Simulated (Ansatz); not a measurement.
Calculated with Ansatz (gas phase, PBE0-D4/def2-TZVP geometries, no zero-point term in ΔE). CCSD(T)/CBS adds triple-zeta CCSD(T) − MP2 to the extrapolated MP2 energy (def2 sets, frozen cores). This one scheme is used for every species. For Ge outer-core shells are correlated without core-valence functions, which leaves a few kJ/mol of doubt a bond. Scalar relativity is left out up to krypton. One conformer a species, not always the lowest.

Consider the substitution at a C–C bond: `B[CH]([GeH3])C=N` + HCl → `B[CH](Cl)[GeH3]` + `C=N`.

```
           species  CCSD(T)/CBS(def2) energy (Eh)
`B[CH]([GeH3])C=N`                    -2236.48359
               HCl                     -460.38127
 `B[CH](Cl)[GeH3]`                    -2602.31716
             `C=N`                      -94.52360
```

(1) Work out ΔE.

Largest T1 diagnostic among the species: 0.013.

Results:

(1) ΔE = (-2602.31716) + (-94.52360) − (-2236.48359) − (-460.38127) = 0.02410 Eh = +0.66 eV.

In def2-TZVPP, CCSD(T) changes the Hartree–Fock value by +0.16 eV (the triples alone add +0.02 eV) and MP2 by +0.20 eV. The D4 term adds +0.04 eV with B3LYP and +0.02 eV with PBE0; it sums over pairs of atoms, weighted by their polarisabilities, and B3LYP, whose exchange is more repulsive, gets the larger term.

B3LYP here is the variant with VWN-RPA as its local correlation; programs differ in this.
